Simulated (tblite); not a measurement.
Compound: C₇H₇ (charge +1).
Bonds: C1–C2, C2–C3 (triple), C3–C4, C4–C5 (double), C5–C6, C6–C7, C4–C7. Hydrogens: H8, H9, H10 on C1; H11 on C5; H12 on C6; H13, H14 on C7.

The geometry is computed with GFN2-xTB (gas phase).

Question: Give the optimised bond lengths and angles.

Answer: 
```tsv
bond	length (Å)	order
C1–C2	1.406	single
C2≡C3	1.228	triple
C3–C4	1.349	single
C4=C5	1.426	double
C5–C6	1.364	single
C6–C7	1.515	single
C4–C7	1.525	single
C1–H8, C1–H9, C1–H10	1.093	single
C5–H11	1.073	single
C6–H12	1.075	single
C7–H13, C7–H14	1.089	single
```

Bonds in one row agree within 0.01 Å and their mean is given. Orders are formal, as drawn. A selection of angles:
```tsv
angle	degrees
C2–C1–H8	111.7
C2–C1–H9	110.4
H8–C1–H9	110.9
H8–C1–H10	108.8
H9–C1–H10	106.2
C1–C2–C3	179.9
C2–C3–C4	179.3
C3–C4–C5	136.0
C3–C4–C7	133.1
C5–C4–C7	90.9
C4–C5–C6	92.4
C4–C5–H11	132.7
C6–C5–H11	134.9
C5–C6–C7	93.7
C5–C6–H12	134.4
C7–C6–H12	131.9
C6–C7–H13	116.2
C4–C7–C6	83.0
C4–C7–H13	115.5
H13–C7–H14	109.4
```

Torsions: C3–C4–C5–C6 178° (antiperiplanar); C4–C5–C6–C7 1° (synperiplanar); C5–C6–C7–C4 -1° (synperiplanar); C3–C4–C7–C6 -178° (antiperiplanar). The mirror-image conformer, all signs reversed, is as good.

The 7 heavy atoms lie in one plane (0.007 Å rms). C5 (carbon bonded to 2 C and H) is planar (angles 134.9°, 132.7° and 92.4°, sum 360.0°, 0.00 Å off the plane of its three neighbours). The C–C distances run from 1.228 Å (C2≡C3, drawn triple in a drawing that doesn't fit all lengths) to 1.525 Å (C4–C7, drawn single in a drawing that doesn't fit all lengths), a spread of 0.297 Å. C4 (carbon bonded to 3 C) is planar (angles 136.0°, 133.1° and 90.9°, sum 360.0°, 0.01 Å off the plane of its three neighbours). The 4-membered ring C4–C5–C6–C7 has internal angles of 83.0° to 93.7°; it is planar, 0.00 Å rms from its mean plane, widest ring torsion 1°. C6 (carbon bonded to 2 C and H) is planar (angles 134.4°, 131.9° and 93.7°, sum 360.0°, 0.00 Å off the plane of its three neighbours).

GFN2-xTB frequencies show an imaginary mode (47i cm⁻¹), so the point is no minimum at that level.
